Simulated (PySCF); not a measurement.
## Broadened absorption spectrum of C8H14O

Species: C₈H₁₄O.
InChI=1S/C8H14O/c1-7(9)8-5-3-2-4-6-8/h8H,2-6H2,1H3

Theory: TDDFT B3LYP/def2-SVPD, vertical, gas phase, core orbitals frozen in the response in PySCF. Isolated species at its PBE0-D3(BJ)/def2-SVP geometry (one conformer only).

Each state is given a Gaussian of 0.3 eV full width at half maximum, with ε(max) = 2.175×10⁸ f / Δν̃ (Δν̃ the width in cm⁻¹). The cross-section is σ = 3.8235×10⁻²¹ ε cm², given in Mb (10⁻¹⁸ cm²). The width is an assumption, not a result. The curve ends short of the highest state used, and states not computed would add to its high-energy end.

| E (eV) | σ (Mb) |
| --- | --- |
| 3.89 | 0.00 |
| 4.00 | 0.00 |
| 4.11 | 0.00 |
| 4.23 | 0.02 |
| 4.34 | 0.02 |
| 4.45 | 0.02 |
| 4.57 | 0.00 |
| 4.68 | 0.00 |
| 4.79 | 0.00 |
| 4.90 | 0.00 |
| 5.02 | 0.00 |
| 5.13 | 0.00 |
| 5.24 | 0.00 |
| 5.36 | 0.00 |
| 5.47 | 0.00 |
| 5.58 | 0.00 |
| 5.69 | 0.00 |
| 5.81 | 0.00 |
| 5.92 | 0.06 |
| 6.03 | 0.47 |
| 6.15 | 2.05 |
| 6.26 | 3.63 |
| 6.37 | 3.14 |
| 6.48 | 1.93 |
| 6.60 | 3.68 |
| 6.71 | 9.21 |
| 6.82 | 15.41 |
| 6.93 | 16.09 |
| 7.05 | 10.04 |
| 7.16 | 6.64 |

Problem. Where are the band maxima, and which computed states make them?

Solution. 286 nm (4.34 eV), ε about 6.3, made up of S1 (100%); 197 nm (6.29 eV), ε about 980, made up of S2 (100%); 180 nm (6.89 eV), ε about 4400, made up of S4 (29%) and S5 (69%) (ε in L mol⁻¹ cm⁻¹; maxima over ε = 5, shares over 10%). The states used: S1 4.34 eV (f 0.0001); S2 6.29 eV (f 0.011); S3 6.65 eV (f 0.0024); S4 6.79 eV (f 0.019); S5 6.93 eV (f 0.035); S6 7.12 eV (f 0.0016); S7 7.17 eV (f 0.0009); S8 7.29 eV (f 0.017); S9 7.72 eV (f 0.0021); S10 7.76 eV (f 0.0074).

Problem. On this curve, what absorbance would a 10⁻³ mol/L sample give at 280 nm over a 1 cm path?

Solution. 280 nm is 4.428 eV, where ε is about 4.9 L mol⁻¹ cm⁻¹, so A = ε c l ≈ 0.0049 (Beer–Lambert, with the gas-phase spectrum and the assumed width).

Problem. What would ε be at 6.89 eV, the highest of these maxima, with half the width (0.15 eV)?

Solution. About 6330 L mol⁻¹ cm⁻¹ against 4390, a factor of about 1.4; a lone state at its own centre would give exactly 2.

Problem. Coming from long wavelengths, where does ε first pass 100 L mol⁻¹ cm⁻¹?

Solution. At about 206 nm (6.02 eV), 1.68 eV above S1.

The vertical ionisation energy (ΔSCF) is 9.11 eV, 1.35 eV above S10.
